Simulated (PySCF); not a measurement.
**Correlation energy of Ar³⁺ (argon, charge +3)**

[Ne] 3s2 3p3, high-spin 4S determinant. All numbers are calculated (PySCF 2.14, scalar relativity by spin-free X2C-1e, in aug-cc-pCVTZ-DK). Frozen: 1s2; 13 electrons correlated.

```csv
level,correlation energy (mhartree)
CCSD,-428.07
(T),-5.22
CCSD(T),-433.29
```

Diagnostics: T1 = 0.0024, D1 = 0.0097, largest double amplitude 0.056.

Cost of the coupled-cluster step: of the order of 50 core-seconds, for 13 correlated electrons.
